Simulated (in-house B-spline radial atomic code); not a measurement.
**Ionising the indium ion In⁵⁺ with different functionals**

Computed with an all-electron radial atomic-structure program (B-spline basis): non-relativistic Hamiltonian, point nucleus, spin-polarised at highest spin, spherical fractional occupations for the functionals, and exact exchange of hybrids averaged over the configuration. The ionisation energy is the difference of two self-consistent energies, [Kr] 4d8 → [Kr] 4d7, without Breit or QED terms; ε is the level of the shell that loses the electron (its least bound occupied spin orbital). There is no spin-orbit coupling in this Hamiltonian.

```tsv
method	rung	ΔSCF (eV)	-ε(4d) (eV)
PBE0	global hybrid	92.65	86.00
B3LYP	global hybrid	92.70	85.50
TPSSh	global hybrid	92.58	84.32
M06-2X	global hybrid	92.71	89.09
BHandHLYP	global hybrid	92.41	88.47
r2SCAN0	global hybrid	92.63	86.09
B97-1	global hybrid	92.69	85.57
HSE06	range-separated hybrid	92.61	85.55
wB97X	range-separated hybrid	92.51	88.44
CAM-B3LYP	range-separated hybrid	92.64	87.47
LC-wPBE	range-separated hybrid	92.69	88.73
```

Problem. Among the functionals, which spreads more, the ΔSCF values or the orbital energies?

Solution. The orbital energies: ΔSCF values span about 0.30 eV and the orbital energies 4.76 eV; here energy differences depend much less on the functional than eigenvalues do.

Problem. How do they compare with the NIST value?

Solution. NIST lists 90 eV ± 2 (tabulated theory, ground level to ground level). Errors run from +2.41 to +2.71 eV; all lie within about twice that uncertainty, so the table can't rank the methods.
